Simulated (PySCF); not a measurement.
**Frontier levels across methods**

Compound: H8NOPSi2.
Geometry (PBE0-D3(BJ)/def2-SVP, Å), atoms numbered from 1 in this order:
```
atom  x, y, z in Å
N1     0.108    1.330   -1.334
Si2    0.273    0.408    0.113
O3     0.433    1.272    1.541
Si4   -1.660   -0.863    0.423
P5     2.172   -0.780   -0.232
H6    -0.730    1.866   -1.528
H7     0.914    1.708   -1.821
H8     1.208    1.840    1.611
H9    -2.879    0.005    0.493
H10   -1.568   -1.664    1.683
H11   -1.825   -1.807   -0.726
H12    1.988   -1.622    0.906
H13    1.562   -1.691   -1.147
```

Basis pcSseg-1 throughout (PySCF), one geometry. One conformer (not necessarily the lowest) at the PBE0-D3(BJ)/def2-SVP geometry, without solvent, vibrations or thermal averaging.

Q: How do the orbital energies, the gap and the dipole change with the method?

A: 
```csv
method,kind,HOMO (eV),LUMO (eV),gap (eV),μ (D),SCF cycles
B97-2,global hybrid,-6.89,0.02,6.92,1.94,13
PBE0,global hybrid,-7.11,0.03,7.14,1.95,13
mPW1PW91,global hybrid,-7.14,0.02,7.16,1.94,13
BHandHLYP,global hybrid,-8.06,0.91,8.97,2.01,12
CAM-B3LYP,range-separated hybrid,-8.31,1.06,9.38,2.01,13
wB97X-D,range-separated hybrid,-8.89,1.74,10.63,1.96,14
LC-wPBE,range-separated hybrid,-9.63,2.15,11.78,1.93,14
```

The HOMO spans 2.74 eV, from B97-2 down to LC-wPBE, and the gap runs from 6.92 eV (B97-2) to 11.78 eV (LC-wPBE). Over the methods B97-2 (21 %), PBE0 (25 %), mPW1PW91 (25 %), BHandHLYP (50 %), a straight line through the gap against the share of exact exchange rises by 0.72 eV for each 10 % (correlation coefficient 1.000). The dipole ranges from 1.93 D (LC-wPBE) to 2.01 D (CAM-B3LYP). This basis has no diffuse functions.
